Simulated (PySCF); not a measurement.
Delta-SCF ions had no search for a lower state. Excitations are Tamm–Dancoff values on a coarser integration grid. The basis has no diffuse functions, so Rydberg states are missing or too high.

Cartesian coordinates (Å):
SMILES: OC1=C[SiH2]C=C1
```xyz
12

O      2.3497     0.4153     0.2102
C      1.0410     0.1149     0.0858
C      0.4802    -1.0982    -0.0785
Si    -1.3394    -0.8104    -0.1796
C     -1.1635     1.0394     0.0225
C      0.1450     1.2890     0.1418
H      2.8639    -0.3969     0.1639
H      1.0584    -2.0120    -0.1307
H     -2.1327    -1.4434     0.9102
H     -1.9615    -1.1990    -1.4755
H     -1.9074     1.8249     0.0496
H      0.5888     2.2718     0.2743
```
Charge 0, spin multiplicity 1.

### Question
What is the computed brightest of the four lowest singlets (TDA), vertical ionisation energy (Delta-SCF), HOMO, dipole moment, LUMO, S1 excitation (TDA), HOMO–LUMO gap and T1 excitation (TDA) (PBE0-D4/def2-TZVP (PySCF))?

### Answer

- brightest of the four lowest singlets (TDA) = 4.53 eV
- vertical ionisation energy (Delta-SCF) = 8.43 eV
- HOMO = -6.50 eV
- dipole moment = 1.03 D
- LUMO = -1.28 eV
- S1 excitation (TDA) = 4.53 eV
- HOMO–LUMO gap = 5.23 eV
- T1 excitation (TDA) = 2.80 eV
